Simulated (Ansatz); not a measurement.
A set of 12 reactions (hydrogenolysis), with CCSD(T)/CBS values in kJ/mol:

| reaction | ΔE |
| --- | --- |
| `C=C[SiH2][S][GeH3]` + H₂ → GeH₄ + `C=C[SiH2]S` | 33.3 |
| `CC(C)N` + H₂ → `CCN` + CH₄ | -54.1 |
| `C=[CH][SnH2][Cl]` + H₂ → `[Cl][SnH3]` + `C=C` | -26.6 |
| `O/C=C(\O)F` + H₂ → `C=C(O)F` + H₂O | -113.1 |
| `N=C(Cl)Br` + H₂ → `N=CBr` + HCl | -73.6 |
| `O[SiH](O)C#[C][GeH3]` + H₂ → `C#[C][GeH3]` + `O[SiH2]O` | 25.7 |
| `BOC[SiH2]Br` + H₂ → `[SiH3]Br` + `BOC` | -30.1 |
| `C[SiH](C)[GeH3]` + H₂ → `C[SiH2]C` + GeH₄ | -2.1 |
| `B[Si](C)(C)C` + H₂ → `B[SiH](C)C` + CH₄ | -27.0 |
| `NB(O)[TeH]` + H₂ → H₂Te + `NBO` | 13.2 |
| `BrC1(I)CO1` + H₂ → `BrC1CO1` + HI | -72.9 |
| `F[CH2][SnH2][Cl]` + H₂ → `[Cl][SnH3]` + `CF` | -50.8 |

Isolated molecules relaxed with PBE0-D4/def2-TZVP in Ansatz; ΔE leaves out vibrations. CCSD(T)/CBS adds triple-zeta CCSD(T) − MP2 to the extrapolated MP2 energy (def2 sets, frozen cores). This one scheme is used for every species. DFT in def2-TZVPP. Elements past krypton have def2 core potentials. For Br, Ge, I, Sn, Te outer-core shells are correlated without core-valence functions, which leaves a few kJ/mol of doubt a bond. Scalar relativity is left out up to krypton. Each species was taken in one conformer, which may not be the lowest.

Problem. Give the mean, mean absolute and largest difference (level minus CCSD(T)/CBS, kJ/mol) for: PBE-D4, r2SCAN-D4, PBE0-D4, ωB97X-V, ωB97M-V, r2SCAN, PBE0, HF/def2-TZVPP, MP2/def2-TZVPP, CCSD/def2-TZVPP, HF/def2-QZVPP, SCS-MP2/def2-QZVPP, MP2/CBS(def2), CCSD/CBS(def2). (Estimate.)

Solution. Computed: 
```csv
level,mean,mean absolute,largest
PBE-D4,4.2,5.2,17.1
r2SCAN-D4,1.3,4.0,12.3
PBE0-D4,-1.4,4.2,8.8
ωB97X-V,-4.3,6.1,-10.6
ωB97M-V,-3.1,4.5,-8.9
r2SCAN,-0.5,4.7,11.2
PBE0,-7.6,8.8,-15.9
HF/def2-TZVPP,-29.4,29.4,-48.3
MP2/def2-TZVPP,4.1,4.1,7.9
CCSD/def2-TZVPP,-9.1,9.1,-16.9
HF/def2-QZVPP,-29.7,29.7,-47.6
SCS-MP2/def2-QZVPP,-1.0,2.1,-6.9
MP2/CBS(def2),7.2,7.7,14.9
CCSD/CBS(def2),-5.9,5.9,-9.9
```

The largest T1 diagnostic in the set is 0.014, for `BOC` (customary mark 0.02).

CCSD(T)/CBS is a level of theory with its own doubt, and the functionals carry their triple-zeta basis error, so these figures describe this set and don't rank the functionals.
